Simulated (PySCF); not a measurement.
A GIAO shielding run with PySCF 2.14.0 with density-fitted response routines (density fitting, non-relativistic, gas phase) on `CO[C@@H]1C[C@@H]([SiH3])CC[P@H]1=O`, C₆H₁₅O₂PSi:

```
$ OMP_NUM_THREADS=1 python probes_run.py task.json out

{"job": {"kind": "nmr", "xc": "B3LYP", "basis": "pcSseg-1", "pop": false}, "charge": 0, "multiplicity": 1}
C      2.498728    -0.899765    -1.239056
O      1.779096     0.238770    -0.860163
C      1.392925     0.272167     0.486961
C      0.261464    -0.697430     0.843798
C     -0.977515    -0.518798    -0.044521
Si    -2.248175    -1.882414     0.286788
C     -1.612492     0.874531     0.081967
C     -0.660565     2.015189    -0.292905
P      0.777467     1.976389     0.818377
O      0.493338     2.234894     2.265666
H      1.889124    -1.820972    -1.192326
H      3.392665    -1.044040    -0.602427
H      2.826272    -0.754128    -2.277523
H      2.258626     0.098681     1.158019
H      0.633585    -1.734437     0.787519
H      0.006184    -0.517330     1.902571
H     -0.658740    -0.656062    -1.095576
H     -2.764964    -1.788808     1.687832
H     -3.400846    -1.756744    -0.658574
H     -1.614508    -3.225681     0.101150
H     -2.510544     0.936913    -0.554400
H     -1.954022     1.031352     1.120329
H     -0.290181     1.905414    -1.325644
H     -1.150752     2.996801    -0.197593
H      1.752662     2.805883     0.188387
```

Hardware: 1 thread of an Arm Neoverse N1, shared host. The job also computes ring-centre shieldings.

Question: How large is the calculation?

Answer: 96 electrons, 259 basis functions and 1388 auxiliary functions.

Question: How long does it take, and how much memory does it need?

Answer: 110 s of wall time, with 15 SCF cycles and 4 response iterations; peak memory 1.3 GiB. Times on a shared host scatter by some tens of per cent.

Question: And these other runs on the same molecule and hardware: GIAO shielding at PBE0/pcSseg-1?

Answer: PBE0/pcSseg-1: 259 functions, 2.3 min.
